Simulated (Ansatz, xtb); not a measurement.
**Relative energy of two isomers of C4H5NOS**

Structure X: `On1ccc(S)c1`, a singlet. Structure Y: `Oc1ccn(S)c1`, a singlet. Both are isolated molecules in the gas phase, relaxed with PBE-D3(BJ)/def2-SVP; the shapes shown needn't be the lowest conformers.

X (Å):

```xyz
12

C     0.3774    0.7507    1.7304
C     1.6118    0.3696    1.2160
C     1.4186    0.0357   -0.1637
C     0.0626    0.2110   -0.4565
N    -0.5344    0.6316    0.7049
O    -1.8652    0.9697    0.8146
S     2.6275   -0.5919   -1.3008
H    -2.3153    0.1384    1.0760
H     0.0598    1.0948    2.7198
H     2.5603    0.3323    1.7624
H     3.2239    0.5991   -1.6062
H    -0.5073    0.0796   -1.3810
```

Y (Å):

```
atom    x (Å)    y (Å)    z (Å)
   C  -0.5927   0.6093   0.7495
   C   0.2404   0.1713   1.8296
   C   1.5331   0.0765   1.3373
   C   0.2092   0.7713  -0.3769
   N   1.5127   0.4381   0.0019
   O  -1.9332   0.8122   0.8842
   S   2.8819   0.5001  -1.0267
   H  -2.2837   1.1197   0.0292
   H  -0.0908  -0.0406   2.8518
   H   2.4724  -0.2162   1.8173
   H   2.7951  -0.7719  -1.5388
   H  -0.0140   1.0946  -1.3983
```

Question: Which of the two would you expect CCSD(T)/def2-SVP + ΔMP2/def2-TZVPP electronic energies to favour?

Answer: Structure Y; the calculation gives E(Y) − E(X) = −22.9 kcal/mol.

The same difference at several levels:

| level | geometry | E(Y) − E(X) (kcal/mol) | departure from the last row (kcal/mol) | job, with rough time for the two |
| --- | --- | --- | --- | --- |
| PBE-D3(BJ)/def2-SVP | PBE-D3(BJ)/def2-SVP | −20.7 | +2.2 | optimisation, 2.1 min |
| HF/def2-SVP | PBE-D3(BJ)/def2-SVP | −24.6 | −1.7 | part of the CCSD(T) run |
| MP2/def2-SVP | PBE-D3(BJ)/def2-SVP | −21.5 | +1.4 | part of the CCSD(T) run |
| CCSD(T)/def2-SVP | PBE-D3(BJ)/def2-SVP | −21.3 | +1.6 | single point |
| CCSD(T)/def2-SVP + ΔMP2/def2-TZVPP | PBE-D3(BJ)/def2-SVP | −22.9 |  | single point, 2.5 min |

As drawn, Y has 1 C–O, 1 N–S in place of 1 N–O, 1 C–S.

The levels shown agree on the order. The largest departure from CCSD(T)/def2-SVP + ΔMP2/def2-TZVPP is that of PBE-D3(BJ)/def2-SVP, 2.2 kcal/mol. Levels run at GFN2-xTB geometries aren't shown. The last row adds to CCSD(T) the change of the MP2 difference between the two basis sets, here −1.6 kcal/mol.

With thermal terms from frequencies at re-optimised GFN2-xTB minima (ideal gas, soft modes damped towards free rotors, one conformer each, 298.15 K, 1 atm): the zero-point term adds +0.4 kcal/mol; ΔH is −22.8 and ΔG −22.1 kcal/mol.

The correlated steps freeze 11 core orbitals. Codes used: Ansatz 0.2.0, xtb 6.7.1; the last row on 2 threads of Intel(R) Xeon(R) Processor @ 2.50GHz (Skylake/Cascade Lake) on a shared host.
